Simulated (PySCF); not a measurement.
Record of a relaxation.

[AlMe4]-, C4H12Al (charge -1).
Bonds: Al1–C2, Al1–C6, Al1–C10, Al1–C14. Hydrogens: H3, H4, H5 on C2; H7, H8, H9 on C6; H11, H12, H13 on C10; H15, H16, H17 on C14.

Computed by this run: PySCF 2.14.0, PBE0-D3(BJ)/def2-SVP geometry optimisation, gas phase; density fitting, grid level 1; the optimiser is geomeTRIC in internal coordinates, started from a GFN2-xTB structure with every atom displaced at random (about 0.03 Å). 11 of its 12 geometries are shown. The frame can shift and turn from step to step; on so coarse a grid that alone can change the energy by a few meV, and forces under 0.02 eV/Å are noise.

Step 0: E = -10928.6120 eV, largest atomic force 2.060 eV/Å
```
atom  x, y, z in Å  |  force x, y, z in eV/Å
Al1     0.063   -0.077    0.012   -1.641   1.162  -0.021
C2     -0.021   -0.028    2.043    0.714   1.196   0.544
H3     -1.075    0.050    2.448    0.862   0.116  -0.232
H4      0.659    0.824    2.481   -1.306  -1.139  -0.581
H5      0.423   -0.946    2.447    0.027  -0.378   0.272
C6      1.921    0.019   -0.692    1.235  -0.484   0.649
H7      2.031   -0.102   -1.776   -0.114   0.230  -0.405
H8      2.588   -0.795   -0.291   -0.408   0.218  -0.035
H9      2.470    0.944   -0.383   -0.360  -0.147  -0.265
C10    -0.972    1.671   -0.640   -1.081  -0.316   0.313
H11    -0.921    1.808   -1.730    0.258  -0.006  -0.381
H12    -0.553    2.608   -0.210   -0.111  -0.087   0.034
H13    -2.122    1.710   -0.471    1.506  -0.169   0.159
C14    -1.013   -1.662   -0.674    1.714   0.331  -1.094
H15    -1.981   -1.829   -0.270   -1.437  -0.003   0.612
H16    -0.430   -2.560   -0.446    0.199  -0.526   0.029
H17    -1.096   -1.635   -1.790   -0.055   0.001   0.403
```

Step 1: E = -10928.9314 eV, largest atomic force 0.882 eV/Å
```
atom  x, y, z in Å  |  force x, y, z in eV/Å
Al1     0.027   -0.043    0.009   -0.716   0.516   0.016
C2     -0.017   -0.021    2.041    0.425  -0.260  -0.060
H3     -1.038    0.072    2.445   -0.099   0.035   0.042
H4      0.591    0.801    2.460   -0.063   0.132   0.026
H5      0.420   -0.948    2.468   -0.101  -0.002   0.013
C6      1.912    0.025   -0.691    0.466  -0.343   0.098
H7      2.001   -0.071   -1.790   -0.090   0.095  -0.024
H8      2.550   -0.789   -0.283   -0.111   0.030  -0.011
H9      2.435    0.957   -0.404   -0.078   0.086  -0.053
C10    -0.950    1.650   -0.640    0.016   0.002  -0.218
H11    -0.879    1.782   -1.742    0.093  -0.032   0.074
H12    -0.542    2.582   -0.199    0.018  -0.026   0.013
H13    -2.040    1.667   -0.435    0.037  -0.089   0.142
C14    -0.993   -1.657   -0.680    0.457  -0.206  -0.070
H15    -2.003   -1.800   -0.260   -0.044   0.071   0.025
H16    -0.416   -2.580   -0.455   -0.122  -0.013  -0.005
H17    -1.087   -1.628   -1.783   -0.087   0.006  -0.010
```

Step 2: E = -10928.9652 eV, largest atomic force 0.256 eV/Å
```
atom  x, y, z in Å  |  force x, y, z in eV/Å
Al1     0.006   -0.020    0.006   -0.190   0.100   0.041
C2     -0.009   -0.021    2.040    0.143  -0.205  -0.056
H3     -1.030    0.074    2.448   -0.079   0.005   0.034
H4      0.582    0.811    2.460    0.044   0.122   0.050
H5      0.421   -0.950    2.467   -0.048   0.042  -0.018
C6      1.911    0.018   -0.686    0.123  -0.100   0.005
H7      1.982   -0.064   -1.788   -0.042   0.017   0.016
H8      2.533   -0.802   -0.275   -0.015  -0.007  -0.003
H9      2.425    0.958   -0.408    0.000   0.037   0.002
C10    -0.949    1.651   -0.645    0.079   0.114  -0.162
H11    -0.868    1.778   -1.745   -0.004  -0.023   0.067
H12    -0.537    2.579   -0.200    0.018  -0.021   0.008
H13    -2.029    1.653   -0.415   -0.106  -0.029   0.048
C14    -0.976   -1.659   -0.687    0.156  -0.124   0.012
H15    -1.993   -1.784   -0.265    0.051   0.031  -0.022
H16    -0.417   -2.590   -0.458   -0.079   0.037   0.008
H17    -1.083   -1.632   -1.788   -0.049   0.003  -0.029
```

Step 3: E = -10928.9710 eV, largest atomic force 0.033 eV/Å
```
atom  x, y, z in Å  |  force x, y, z in eV/Å
Al1    -0.003   -0.009    0.005    0.002  -0.014   0.019
C2     -0.002   -0.024    2.039    0.006  -0.002  -0.004
H3     -1.025    0.067    2.453   -0.007  -0.005   0.011
H4      0.584    0.815    2.463   -0.001  -0.003   0.001
H5      0.427   -0.954    2.463    0.002   0.011  -0.012
C6      1.913    0.010   -0.679   -0.011   0.029  -0.003
H7      1.973   -0.067   -1.783   -0.009  -0.009   0.008
H8      2.524   -0.817   -0.270    0.001  -0.010  -0.002
H9      2.429    0.951   -0.405    0.018  -0.008   0.007
C10    -0.956    1.663   -0.652    0.004   0.029  -0.016
H11    -0.877    1.785   -1.750   -0.022  -0.010   0.008
H12    -0.540    2.588   -0.206    0.008  -0.010   0.004
H13    -2.036    1.658   -0.410   -0.002  -0.001  -0.007
C14    -0.964   -1.661   -0.691    0.018  -0.016  -0.012
H15    -1.983   -1.776   -0.270    0.025   0.008  -0.013
H16    -0.416   -2.595   -0.455   -0.018   0.013   0.015
H17    -1.078   -1.638   -1.792   -0.013  -0.003  -0.003
```

Step 4: E = -10928.9715 eV, largest atomic force 0.035 eV/Å
```
atom  x, y, z in Å  |  force x, y, z in eV/Å
Al1    -0.004   -0.006    0.005    0.015  -0.012   0.006
C2      0.000   -0.024    2.039   -0.025   0.015   0.000
H3     -1.023    0.063    2.456    0.007  -0.006   0.004
H4      0.583    0.815    2.464    0.001  -0.004   0.000
H5      0.431   -0.954    2.458    0.010  -0.003  -0.006
C6      1.913    0.010   -0.677   -0.013   0.032   0.006
H7      1.970   -0.067   -1.780   -0.002  -0.004   0.000
H8      2.520   -0.822   -0.269   -0.002  -0.009  -0.002
H9      2.435    0.946   -0.401    0.013  -0.012   0.002
C10    -0.958    1.666   -0.653    0.001   0.001   0.005
H11    -0.884    1.785   -1.752   -0.011  -0.004  -0.004
H12    -0.540    2.590   -0.209    0.004  -0.003  -0.002
H13    -2.038    1.660   -0.408    0.001   0.003  -0.001
C14    -0.962   -1.660   -0.693    0.006   0.006  -0.020
H15    -1.980   -1.771   -0.273   -0.002   0.004  -0.001
H16    -0.417   -2.593   -0.451   -0.002  -0.001   0.011
H17    -1.075   -1.639   -1.794   -0.001  -0.005   0.003
```

Step 6: E = -10928.9725 eV, largest atomic force 0.033 eV/Å
```
atom  x, y, z in Å  |  force x, y, z in eV/Å
Al1    -0.005    0.002    0.005    0.014   0.007  -0.015
C2      0.000   -0.025    2.038   -0.022   0.009   0.007
H3     -1.019    0.043    2.466    0.008  -0.004  -0.004
H4      0.577    0.817    2.468   -0.002  -0.001  -0.003
H5      0.449   -0.952    2.443    0.009  -0.006   0.004
C6      1.913    0.010   -0.672    0.002  -0.007   0.007
H7      1.966   -0.062   -1.776    0.006   0.010  -0.006
H8      2.502   -0.840   -0.274   -0.006  -0.001  -0.003
H9      2.461    0.930   -0.389   -0.005  -0.001  -0.003
C10    -0.964    1.671   -0.656   -0.009  -0.027   0.016
H11    -0.910    1.779   -1.756    0.008   0.004  -0.008
H12    -0.535    2.596   -0.224   -0.001   0.010  -0.011
H13    -2.040    1.670   -0.394    0.007   0.006   0.011
C14    -0.957   -1.653   -0.697   -0.017   0.014   0.004
H15    -1.980   -1.751   -0.287   -0.019   0.000   0.004
H16    -0.424   -2.588   -0.435    0.010  -0.010  -0.003
H17    -1.061   -1.646   -1.800    0.017  -0.004   0.001
```

Step 7: E = -10928.9729 eV, largest atomic force 0.029 eV/Å
```
atom  x, y, z in Å  |  force x, y, z in eV/Å
Al1    -0.005    0.005    0.004    0.003   0.010  -0.011
C2     -0.001   -0.026    2.038    0.005  -0.009   0.003
H3     -1.019    0.029    2.471   -0.001  -0.001  -0.005
H4      0.570    0.819    2.469   -0.004   0.005   0.000
H5      0.460   -0.951    2.435    0.000   0.001   0.005
C6      1.913    0.009   -0.670    0.006  -0.024  -0.005
H7      1.965   -0.053   -1.775    0.005   0.011  -0.002
H8      2.491   -0.853   -0.282   -0.001   0.003  -0.003
H9      2.474    0.919   -0.379   -0.009   0.005   0.004
C10    -0.965    1.673   -0.655   -0.002  -0.012   0.007
H11    -0.925    1.774   -1.757    0.005   0.001  -0.002
H12    -0.528    2.600   -0.237    0.000   0.007  -0.008
H13    -2.038    1.678   -0.380    0.002   0.004   0.009
C14    -0.956   -1.649   -0.699   -0.020   0.003   0.020
H15    -1.985   -1.738   -0.298   -0.006  -0.001  -0.005
H16    -0.432   -2.585   -0.423    0.004  -0.002  -0.004
H17    -1.048   -1.652   -1.802    0.013   0.000  -0.003
```

Step 8: E = -10928.9733 eV, largest atomic force 0.035 eV/Å
```
atom  x, y, z in Å  |  force x, y, z in eV/Å
Al1    -0.004    0.007    0.004   -0.008   0.005  -0.002
C2     -0.002   -0.028    2.038    0.030  -0.018  -0.003
H3     -1.019    0.015    2.473   -0.009   0.000  -0.005
H4      0.562    0.821    2.471   -0.005   0.008   0.003
H5      0.471   -0.949    2.431   -0.007   0.007   0.005
C6      1.914    0.008   -0.670    0.005  -0.028  -0.016
H7      1.965   -0.041   -1.775    0.002   0.008   0.003
H8      2.482   -0.864   -0.292    0.004   0.005  -0.002
H9      2.483    0.908   -0.369   -0.010   0.008   0.010
C10    -0.965    1.675   -0.654    0.005   0.008  -0.003
H11    -0.939    1.767   -1.758   -0.001  -0.003   0.004
H12    -0.518    2.604   -0.251    0.002   0.000  -0.003
H13    -2.033    1.688   -0.363   -0.002   0.000   0.003
C14    -0.958   -1.646   -0.699   -0.015  -0.007   0.024
H15    -1.992   -1.727   -0.310    0.007  -0.001  -0.012
H16    -0.441   -2.583   -0.411   -0.002   0.005  -0.002
H17    -1.035   -1.657   -1.804    0.006   0.003  -0.005
```

Step 9: E = -10928.9739 eV, largest atomic force 0.050 eV/Å
```
atom  x, y, z in Å  |  force x, y, z in eV/Å
Al1    -0.004    0.008    0.004   -0.018  -0.005   0.010
C2     -0.002   -0.030    2.038    0.046  -0.018  -0.008
H3     -1.020   -0.004    2.472   -0.014   0.001  -0.004
H4      0.550    0.826    2.472   -0.007   0.008   0.005
H5      0.484   -0.946    2.429   -0.011   0.010   0.004
C6      1.914    0.005   -0.671    0.002  -0.020  -0.022
H7      1.967   -0.023   -1.777   -0.002   0.002   0.007
H8      2.475   -0.879   -0.309    0.009   0.004  -0.002
H9      2.490    0.895   -0.352   -0.007   0.006   0.014
C10    -0.962    1.677   -0.652    0.012   0.028  -0.013
H11    -0.957    1.757   -1.757   -0.009  -0.007   0.008
H12    -0.501    2.609   -0.270    0.004  -0.007   0.004
H13    -2.024    1.702   -0.339   -0.006  -0.003  -0.003
C14    -0.961   -1.643   -0.700   -0.003  -0.013   0.017
H15    -2.003   -1.712   -0.329    0.016  -0.001  -0.014
H16    -0.457   -2.581   -0.394   -0.009   0.010   0.001
H17    -1.017   -1.663   -1.805   -0.004   0.005  -0.005
```

Step 10: E = -10928.9744 eV, largest atomic force 0.042 eV/Å
```
atom  x, y, z in Å  |  force x, y, z in eV/Å
Al1    -0.003    0.007    0.004   -0.020  -0.014   0.015
C2     -0.002   -0.033    2.038    0.041  -0.008  -0.008
H3     -1.021   -0.020    2.469   -0.012   0.000  -0.002
H4      0.537    0.831    2.474   -0.006   0.004   0.004
H5      0.495   -0.942    2.432   -0.010   0.008   0.002
C6      1.914    0.002   -0.672   -0.003  -0.004  -0.017
H7      1.969   -0.003   -1.778   -0.003  -0.003   0.006
H8      2.471   -0.891   -0.327    0.010   0.002  -0.002
H9      2.492    0.884   -0.334   -0.002   0.002   0.012
C10    -0.958    1.679   -0.650    0.012   0.031  -0.015
H11    -0.973    1.747   -1.755   -0.011  -0.007   0.008
H12    -0.481    2.611   -0.287    0.005  -0.010   0.007
H13    -2.013    1.717   -0.317   -0.006  -0.004  -0.006
C14    -0.966   -1.641   -0.700    0.009  -0.011   0.003
H15    -2.015   -1.699   -0.350    0.015  -0.001  -0.009
H16    -0.474   -2.580   -0.380   -0.010   0.009   0.004
H17    -1.000   -1.668   -1.807   -0.009   0.004  -0.003
```

Step 11: E = -10928.9746 eV, largest atomic force 0.021 eV/Å
```
atom  x, y, z in Å  |  force x, y, z in eV/Å
Al1    -0.003    0.005    0.004   -0.012  -0.013   0.010
C2     -0.001   -0.035    2.038    0.017   0.002  -0.004
H3     -1.022   -0.029    2.465   -0.005  -0.001   0.000
H4      0.528    0.835    2.475   -0.003   0.000   0.001
H5      0.501   -0.939    2.436   -0.004   0.003   0.001
C6      1.914   -0.001   -0.673   -0.004   0.006  -0.004
H7      1.970    0.010   -1.779   -0.002  -0.003   0.002
H8      2.472   -0.897   -0.339    0.006   0.000  -0.001
H9      2.489    0.878   -0.322    0.002  -0.001   0.005
C10    -0.954    1.680   -0.648    0.005   0.016  -0.008
H11    -0.981    1.741   -1.753   -0.006  -0.003   0.003
H12    -0.467    2.610   -0.295    0.004  -0.007   0.005
H13    -2.005    1.726   -0.304   -0.003  -0.002  -0.004
C14    -0.969   -1.640   -0.702    0.013  -0.004  -0.007
H15    -2.023   -1.692   -0.363    0.005   0.001  -0.002
H16    -0.486   -2.581   -0.373   -0.007   0.003   0.003
H17    -0.991   -1.671   -1.808   -0.006   0.002   0.000
```

**Question.** Summarise the path.

**Answer.** The energy falls by 34.99 kJ/mol from step 0 to step 11; nine tenths of that is first reached at step 2. It falls at every step. The largest force goes from 2.060 to 0.021 eV/Å. Among the bonds Al1–C10 changes most, from 2.133 to 2.033 Å; the atoms move by 0.111 Å rms after alignment.

**Question.** Follow the three bonds and two angles with the largest change from start to end.

**Answer.** 
```
step  E above end (kJ/mol)  largest force (eV/Å)  Al1–C10 (Å)  C2–H4 (Å)  C10–H13 (Å)  Al1–C14–H15 (°)  H11–C10–H13 (°)
   0                 34.99                 2.060        2.133      1.175        1.164            118.5            100.7
   1                  4.17                 0.882        2.059      1.105        1.109            115.7            104.2
   2                  0.91                 0.256        2.032      1.103        1.104            113.9            106.1
   3                  0.35                 0.033        2.033      1.108        1.107            112.9            106.7
   4                  0.30                 0.035        2.034      1.108        1.107            112.6            106.6
   5                  0.24                 0.041        2.035      1.108        1.108            112.3            106.4
   6                  0.21                 0.033        2.035      1.107        1.108            112.1            106.4
   7                  0.17                 0.029        2.035      1.107        1.107            112.0            106.4
   8                  0.13                 0.035        2.034      1.107        1.107            112.0            106.5
   9                  0.07                 0.050        2.033      1.107        1.107            112.2            106.6
  10                  0.03                 0.042        2.033      1.107        1.107            112.4            106.6
  11                  0.00                 0.021        2.033      1.107        1.107            112.6            106.5
```

What follows is the cost of the whole optimisation. The run took 68 s wall on Arm Neoverse V2, one thread, no GPU (shared host), and the process peaked at 0.55 GiB of memory.
